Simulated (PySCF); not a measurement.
NbO3, SMILES [O]=[Nb]1[O][O]1 (connectivity only; charge and spin as stated), neutral, multiplicity 2.

Geometry: PBE0-D3(BJ)/def2-TZVP. The spin state was assumed, not searched. The def2 effective core potentials stand for the cores of Nb; spin–orbit coupling is left out.

Computed with TDA-PBE/def2-SVPD run with PySCF.

Vertical excitations. 

```
state    energy (eV)  λ (nm)      f                                                     main pairs
-------  -----------  ------  -----  -------------------------------------------------------------
root 1          0.19    6412  0.001                                              α HOMO→LUMO 100 %
root 2          1.09    1139  0.001                                            α HOMO→LUMO+1 100 %
root 3          1.58     785  0.002                                             α HOMO−1→LUMO 99 %
root 4          2.24     552  0.004                                               β HOMO→LUMO 99 %
root 5          2.53     490  0.001                       α HOMO−1→LUMO+1 62 %, β HOMO→LUMO+2 36 %
root 6          2.89     428  0.000                                            β HOMO→LUMO+1 100 %
root 7          2.94     422  0.003                                             α HOMO→LUMO+2 96 %
root 8          3.13     396  0.000                                             α HOMO−2→LUMO 97 %
root 9          3.23     383  0.007                                             α HOMO→LUMO+3 99 %
root 10         3.39     365  0.016  α HOMO−1→LUMO+1 30 %, α HOMO−2→LUMO+1 7 %, β HOMO→LUMO+2 52 %
```
Unrestricted roots are not spin-pure.
